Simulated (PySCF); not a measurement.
Isomers of C3H12BN, one conformer each. Computed with core-valence-separated Tamm–Dancoff BHandHLYP/aug-pcX-1 (pcseg-1 on H) in PySCF, non-relativistic, gas phase, PBE0-D3(BJ)/def2-SVP geometry. The energies are unshifted.

P. `[BH3-][NH2+]CCC`
Q. `CC(C)[BH2-][NH3+]`
R. `C[BH2-][NH2+]CC`

Main lines, eV (oscillator strength):
1. C K: 284.2 (0.009), 284.5 (0.011), 284.9 (0.010), 285.0 (0.009), 285.4 (0.014); N K: 400.5 (0.012), 401.6 (0.041), 401.8 (0.041); B K: 187.9 (0.011), 189.3 (0.009), 189.5 (0.005), 189.7 (0.008), 190.4 (0.007)
2. C K: 283.8 (0.007), 284.8 (0.019), 285.2 (0.013), 285.4 (0.009), 285.7 (0.009); N K: 400.8 (0.021), 401.5 (0.041), 403.6 (0.027), 403.9 (0.006); B K: 188.4 (0.008), 189.2 (0.011), 189.3 (0.007), 189.5 (0.006), 189.9 (0.008)
3. C K: 285.4 (0.009), 285.6 (0.016), 286.1 (0.026), 286.2 (0.030), 286.2 (0.030); N K: 400.9 (0.019), 401.6 (0.039), 403.1 (0.004), 403.5 (0.029), 403.8 (0.006); B K: 188.2 (0.012), 189.1 (0.006), 189.3 (0.009), 189.8 (0.006), 190.1 (0.013)
Listed: the first five lines at most of each edge with a tenth or more of its strongest line's intensity; roots within 0.03 eV on the same or equivalent atoms are summed. Only the lowest roots were sought, and the top ones are left out.

Problem. Which spectrum belongs to which isomer?

Solution. 1 = Q, 2 = R, 3 = P.
- P: first C line listed at 285.4 eV, hole on the methyl carbon; first N line listed at 400.9 eV, hole on the nitrogen bonded to B, C and 2 H; first B line listed at 188.2 eV, hole on the four-coordinate boron.
- Q: first C line listed at 284.2 eV, hole on the sp3 carbon bound to boron; first N line listed at 400.5 eV, hole on the nitrogen bonded to B and 3 H; first B line listed at 187.9 eV, hole on the four-coordinate boron.
- R: first C line listed at 283.8 eV, hole on the sp3 carbon bound to boron; first N line listed at 400.8 eV, hole on the nitrogen bonded to B, C and 2 H; first B line listed at 188.4 eV, hole on the four-coordinate boron.

Problem. What are the ground-state energies of the isomers at BHandHLYP/aug-pcX-1 (pcseg-1 on H), relative to the lowest?

Solution. P 26.7, Q 0.0, R 0.0 kJ/mol (electronic energies on these geometries, no dispersion or zero-point terms).
